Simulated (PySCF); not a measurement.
Input for PySCF: R-M06-2X/def2-TZVPP on GeH7NSi (SMILES N[SiH2][GeH3]), a point of a torsion scan.

```python
from pyscf import gto, dft

mol = gto.M(
    atom='''
    N     1.65330971    0.67297724    0.33146632
    Si    0.62275002   -0.68611497    0.10936411
    Ge   -1.54566782    0.08321196    0.47916926
    H     2.64912653    0.55962950    0.23599363
    H     1.37326901    1.56912744   -0.03417540
    H     0.70748613   -1.32414669   -1.21664516
    H     1.05719714   -1.66566802    1.10550386
    H    -2.34923644    0.38072667   -0.75712111
    H    -1.68529172    1.35693716    1.26267913
    H    -2.44123120   -0.86471130    1.22086226
    ''',
    basis='def2-tzvpp',
    charge=0, spin=0, verbose=4, max_memory=1800)
mf = dft.RKS(mol, xc='m062x').density_fit(auxbasis='def2-universal-jkfit')
mf.grids.level = 4
mf.conv_tol = 1e-9
mf.max_cycle = 150
mf.kernel()
mf.dip_moment()
```

It printed:

```
PySCF version 2.14.0

[INPUT] verbose = 4
[INPUT] num. atoms = 10
[INPUT] num. electrons = 60
[INPUT] charge = 0
[INPUT] spin (= nelec alpha-beta = 2S) = 0
[INPUT] symmetry False subgroup None
[INPUT] Mole.unit = angstrom
[INPUT] Symbol           X                Y                Z      unit          X                Y                Z       unit  Magmom
[INPUT]  1 N      1.653309710000   0.672977240000   0.331466320000 AA    3.124302550984   1.271742671666   0.626380564317 Bohr   0.0
[INPUT]  2 Si     0.622750020000  -0.686114970000   0.109364110000 AA    1.176826981867  -1.296569383264   0.206668215757 Bohr   0.0
[INPUT]  3 Ge    -1.545667820000   0.083211960000   0.479169260000 AA   -2.920888859354   0.157247814688   0.905498668711 Bohr   0.0
[INPUT]  4 H      2.649126530000   0.559629500000   0.235993630000 AA    5.006123611019   1.057546486227   0.445963327842 Bohr   0.0
[INPUT]  5 H      1.373269010000   1.569127440000  -0.034175400000 AA    2.595102324253   2.965221116140  -0.064582146197 Bohr   0.0
[INPUT]  6 H      0.707486130000  -1.324146690000  -1.216645160000 AA    1.336955022628  -2.502274592849  -2.299126143178 Bohr   0.0
[INPUT]  7 H      1.057197140000  -1.665668020000   1.105503860000 AA    1.997813054273  -3.147656372247   2.089099525050 Bohr   0.0
[INPUT]  8 H     -2.349236440000   0.380726670000  -0.757121110000 AA   -4.439413473448   0.719469134618  -1.430751541027 Bohr   0.0
[INPUT]  9 H     -1.685291720000   1.356937160000   1.262679130000 AA   -3.184739790797   2.564239600645   2.386117738904 Bohr   0.0
[INPUT] 10 H     -2.441231200000  -0.864711300000   1.220862260000 AA   -4.613258374743  -1.634067533817   2.307095307218 Bohr   0.0

nuclear repulsion = 261.359825359163
number of shells = 83
number of NR pGTOs = 321
number of NR cGTOs = 219
basis = def2-tzvpp
ecp = {}


******** <class 'pyscf.df.df_jk.DFRKS'> ********
method = DFRKS
initial guess = minao
damping factor = 0
level_shift factor = 0
DIIS = <class 'pyscf.scf.diis.CDIIS'>
diis_start_cycle = 1
diis_space = 8
diis_damp = 0
SCF conv_tol = 1e-09
SCF conv_tol_grad = None
SCF max_cycles = 150
direct_scf = False
XC library pyscf.dft.libxc version 7.1.2
    S. Lehtola, C. Steigemann, M. J. T. Oliveira, and M. A. L. Marques,  SoftwareX 7, 1–5 (2018)
XC functionals = m062x
    Y. Zhao and D. G. Truhlar,  Theor. Chem. Acc. 120, 215 (2008)
    Y. Zhao and D. G. Truhlar,  Theor. Chem. Acc. 120, 215 (2008)
radial grids:
    Treutler-Ahlrichs [JCP 102, 346 (1995); DOI:10.1063/1.469408] (M4) radial grids

becke partition: Becke, JCP 88, 2547 (1988); DOI:10.1063/1.454033
pruning grids: <function nwchem_prune>
grids dens level: 4
symmetrized grids: False
atomic radii adjust function: <function treutler_atomic_radii_adjust>
small_rho_cutoff = 0
Set gradient conv threshold to 3.16228e-05
Initial guess from minao.
tot grids = 196936
******** <class 'pyscf.df.df.DF'> ********
auxbasis = def2-universal-jkfit
init E= -2424.86757075731
  HOMO = -0.301849067498693  LUMO = -0.0284372549483152  gap/eV = 7.43991
cycle= 1 E= -2425.40833784203  delta_E= -0.541  |g|= 0.515  |ddm|= 2.21
  HOMO = -0.27466887961311  LUMO = 0.0125904303629996  gap/eV = 7.81672
cycle= 2 E= -2425.41107146049  delta_E= -0.00273  |g|= 0.525  |ddm|= 0.476
  HOMO = -0.330403658978765  LUMO = 0.0134529908958854  gap/eV = 9.35682
cycle= 3 E= -2425.44657095205  delta_E= -0.0355  |g|= 0.0433  |ddm|= 0.258
  HOMO = -0.322749773304427  LUMO = 0.016794294223045  gap/eV = 9.23946
cycle= 4 E= -2425.44692074597  delta_E= -0.00035  |g|= 0.0258  |ddm|= 0.0429
  HOMO = -0.325969110212767  LUMO = 0.01634562702064  gap/eV = 9.31486
cycle= 5 E= -2425.4470347587  delta_E= -0.000114  |g|= 0.00497  |ddm|= 0.015
  HOMO = -0.325773248378277  LUMO = 0.0163316505007103  gap/eV = 9.30915
cycle= 6 E= -2425.44703955344  delta_E= -4.79e-06  |g|= 0.000874  |ddm|= 0.00411
  HOMO = -0.32569422134457  LUMO = 0.0164008574299004  gap/eV = 9.30888
cycle= 7 E= -2425.44703978175  delta_E= -2.28e-07  |g|= 0.000209  |ddm|= 0.00106
  HOMO = -0.325718385145198  LUMO = 0.0163795752439526  gap/eV = 9.30896
cycle= 8 E= -2425.44703979617  delta_E= -1.44e-08  |g|= 6.43e-05  |ddm|= 0.000311
  HOMO = -0.325711356998471  LUMO = 0.0163866792772254  gap/eV = 9.30896
cycle= 9 E= -2425.44703979763  delta_E= -1.46e-09  |g|= 8.59e-06  |ddm|= 8.78e-05
  HOMO = -0.325712382697432  LUMO = 0.0163858483054398  gap/eV = 9.30897
cycle= 10 E= -2425.44703979767  delta_E= -4.32e-11  |g|= 2.84e-06  |ddm|= 1.76e-05
  HOMO = -0.325711933244015  LUMO = 0.0163861392639006  gap/eV = 9.30896
Extra cycle  E= -2425.44703979767  delta_E= 2.27e-12  |g|= 1.73e-06  |ddm|= 4.69e-06
converged SCF energy = -2425.44703979767
Dipole moment(X, Y, Z, Debye):  1.38555,  0.45437, -0.74062
```

Self-consistency was reached.

Cost: about 60 core-seconds (a rough figure).
